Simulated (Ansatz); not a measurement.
C$_{3}$H$_{7}$O (SMILES C[CH-]OC), charge -1, singlet, geometry from GFN2-xTB (a gas-phase anion, which may not be bound at this level); CCSD(T)/STO-3G in Ansatz (a quantum-chemistry and plane-wave program).

Here is a job for Ansatz.
Ansatz 0.2 input:
```yaml
crystal:
  periodic: [false, false, false]
  atoms:
    - {symbol: O, position_ang: [0.27524919, -0.58420743, -0.62303532]}
    - {symbol: C, position_ang: [0.09401883, 0.90333784, -0.29403238]}
    - {symbol: C, position_ang: [1.02460482, -1.20359562, 0.34229042]}
    - {symbol: C, position_ang: [-1.27934567, 1.02284955, 0.39588235]}
    - {symbol: H, position_ang: [-0.06509560, 1.31189351, -1.33559503]}
    - {symbol: H, position_ang: [1.24877528, -2.23160334, 0.01033964]}
    - {symbol: H, position_ang: [1.98223373, -0.68204747, 0.53292018]}
    - {symbol: H, position_ang: [0.50182452, -1.27623020, 1.31766778]}
    - {symbol: H, position_ang: [-2.14125770, 0.55895431, -0.13156786]}
    - {symbol: H, position_ang: [-1.24810032, 0.57100939, 1.39663175]}
    - {symbol: H, position_ang: [-1.51604143, 2.08613261, 0.52904382]}
basis:
  gaussian:
    orbitals: STO-3G
total_charge: -1
magnetization: {spin_polarized: false}
correlation: {method: ccsd_t}
```

The log (banner, timings and long lists left out):

```
Functional definition: HF
383 factors; integrals over basis functions are off by at most 3.4e-5 eV
mean field evaluation 1: about -5164.5139 eV, gradient 2.2e1 eV
mean field evaluation 2: about -5164.8087 eV, gradient 2.2e1 eV
mean field evaluation 4: about -5166.5481 eV, gradient 1.7e0 eV
mean field evaluation 8: about -5166.5656 eV, gradient 3.2e-2 eV
mean field evaluation 16: about -5166.2784 eV, gradient 3.1e-1 eV
mean field -5166.56556721 eV, -189.8677825710 hartree, gradient 1.0e-6 eV, S^2 0.000000; 0 other end points of the search recorded, 0 dependent functions left out
4 core orbitals not correlated
reference -5166.56556721 eV, -189.8677825710 hartree; 13, 13 occupied and 10, 10 virtual orbitals, 383 factors
second order -4.84472039 eV of doubles, -0.00000000 eV of singles
cycle   1  -5.91767835 eV  change    -1.1e0 eV  update   7.9e-2
cycle   2  -6.41771092 eV  change   -5.0e-1 eV  update   2.9e-2
cycle   3  -6.46495691 eV  change   -4.7e-2 eV  update   7.0e-3
cycle   4  -6.46989074 eV  change   -4.9e-3 eV  update   2.4e-3
cycle   5  -6.46964414 eV  change    2.5e-4 eV  update   5.6e-4
cycle   6  -6.46953790 eV  change    1.1e-4 eV  update   1.9e-4
cycle   7  -6.46944446 eV  change    9.3e-5 eV  update   7.8e-5
cycle   8  -6.46944574 eV  change   -1.3e-6 eV  update   2.8e-5
perturbative correction -0.06951993 eV, -0.0025548102 hartree
Total energy: -5173.10453288 eV, -190.1080851270 hartree
```
